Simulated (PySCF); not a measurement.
## Working out the ionisation energy of Ar²⁺

Ar²⁺ [Ne] 3s2 3p4 (3P) → Ar³⁺ [Ne] 3s2 3p3 (4S). Calculation: PySCF 2.14, in def2-TZVPPD; no relativity, point nucleus. Frozen: 1s2. Energies in hartree (1 hartree = 27.21139 eV):

```tsv
part	Ar²⁺ (lower)	Ar³⁺ (upper)
UHF	-525.298855	-523.851642
CCSD correlation	-0.317798	-0.283658
(T)	-0.005404	-0.004418
```

**Question.** What does Hartree-Fock give?

**Answer.** (-523.851642) − (-525.298855) = 1.447213 hartree = 39.381 eV.

**Question.** What do CCSD and CCSD(T) give?

**Answer.** The CCSD correlation energies differ by 0.034140 hartree = 0.929 eV and the triples by 0.000986 hartree = 0.027 eV, so CCSD gives 40.310 eV and CCSD(T) 40.337 eV.

A first-order spin-orbit estimate adds 0.064 eV to CCSD(T) (valence and next inner shell), giving 40.401 eV against 40.735 ± 0.012 eV (semi-empirical (NIST evaluation); NIST Atomic Spectra Database, ionization energies).

What remains against the reference includes basis incompleteness, the frozen core and higher excitations.
